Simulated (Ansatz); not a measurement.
Cost and result for the atomization energy of `BN(C=C)[SiH2]Cl` (13 atoms, 12 bonds).

| atom | x (Å) | y (Å) | z (Å) |
| --- | --- | --- | --- |
| B1 | -0.7154 | 1.7668 | 0.4036 |
| N2 | -0.2327 | 0.4717 | 0.1221 |
| C3 | -0.2401 | -0.0120 | -1.2008 |
| C4 | 0.2838 | -1.1557 | -1.6239 |
| Si5 | 0.3388 | -0.5366 | 1.4341 |
| Cl6 | 2.3747 | -0.7802 | 1.3467 |
| H7 | -1.1405 | 2.4322 | -0.4950 |
| H8 | -0.6925 | 2.1658 | 1.5287 |
| H9 | -0.7328 | 0.6599 | -1.8965 |
| H10 | 0.2059 | -1.4226 | -2.6689 |
| H11 | 0.8081 | -1.8481 | -0.9758 |
| H12 | 0.0099 | 0.1392 | 2.7003 |
| H13 | -0.2674 | -1.8803 | 1.3254 |

Charge 0, multiplicity 1. The structure was optimised at the PBE0-D4/def2-TZVP level. It is one conformer, not always the lowest. Program: Ansatz. All runs use 4 threads of an Intel Xeon Platinum 8488C on a shared host. Times are those of one run each, without the atoms' runs, and a repeat can differ threefold. Electronic energies, without spin–orbit coupling; frozen cores. CCSD(T)/CBS adds CCSD(T) − MP2 in def2-TZVPP to the MP2 limit, and its time is that of the two runs behind it. T1 = 0.012.

CCSD(T)/CBS is a level of theory with its own doubt, some kJ/mol a heavy atom from the limit and from the frozen cores, so smaller differences don't rank the functionals.

| level | functions | wall time |
| --- | --- | --- |
| BLYP-D4/def2-TZVPP | 306 | 2.3 s |
| PBE-D4/def2-TZVPP (with forces) | 306 | 3.5 s |
| PBE0-D4/def2-TZVPP | 306 | 3.6 s |
| BHLYP-D4/def2-TZVPP | 306 | 3.6 s |
| CAM-B3LYP-D4/def2-TZVPP | 306 | 4.3 s |
| r2SCANh-D4/def2-TZVPP | 306 | 6 s |
| CCSD(T)/def2-SVP | 127 | 6.5 s |
| B2PLYP/def2-TZVPP | 306 | 7 s |
| B97M-V/def2-TZVPP | 306 | 8 s |
| ωB97M-V/def2-TZVPP (with forces) | 306 | 11 s |
| MP2/def2-QZVPP | 578 | 27 s |
| CCSD(T)/def2-TZVPP | 306 | 7.6 min |
| CCSD(T)/CBS(def2) | – | 8 min |

(1) What atomization energy does each give, and how far from CCSD(T)/CBS? (Best estimate.)

Answers

(1) Computed: 
```
                           level  atomization (kcal/mol)  difference from CCSD(T)/CBS  per bond
              BLYP-D4/def2-TZVPP                  1178.4                          1.8       0.2
 PBE-D4/def2-TZVPP (with forces)                  1200.0                         23.4       2.0
              PBE0-D4/def2-TZVPP                  1183.4                          6.8       0.6
             BHLYP-D4/def2-TZVPP                  1154.9                        -21.7      -1.8
         CAM-B3LYP-D4/def2-TZVPP                  1185.9                          9.3       0.8
           r2SCANh-D4/def2-TZVPP                  1176.0                         -0.6       0.0
                CCSD(T)/def2-SVP                  1113.5                        -63.1      -5.3
               B2PLYP/def2-TZVPP                  1167.6                         -9.0      -0.7
               B97M-V/def2-TZVPP                  1183.6                          7.0       0.6
ωB97M-V/def2-TZVPP (with forces)                  1184.9                          8.3       0.7
                  MP2/def2-QZVPP                  1183.7                          7.1       0.6
              CCSD(T)/def2-TZVPP                  1145.9                        -30.7      -2.6
               CCSD(T)/CBS(def2)                  1176.6                          0.0       0.0
```

From r2SCAN to r2SCAN0 (25 % exact exchange), in def2-TZVPP and without D4, the atomization energy moves by −15.0 kcal/mol: exact exchange takes away binding that semilocal exchange gives to molecules. Leaving LDA and LC-ωPBE aside and taking each functional with its dispersion term where it has one, the values spread over 45.1 kcal/mol, from BHLYP-D4 to PBE-D4. LDA lies +146.0 kcal/mol from PBE without D4, its usual overbinding. In def2-TZVPP, CCSD(T) changes the Hartree–Fock value by +267.2 kcal/mol (the triples alone add +17.5 kcal/mol) and MP2 by +286.8 kcal/mol; breaking electron pairs costs correlation energy, which Hartree–Fock lacks.
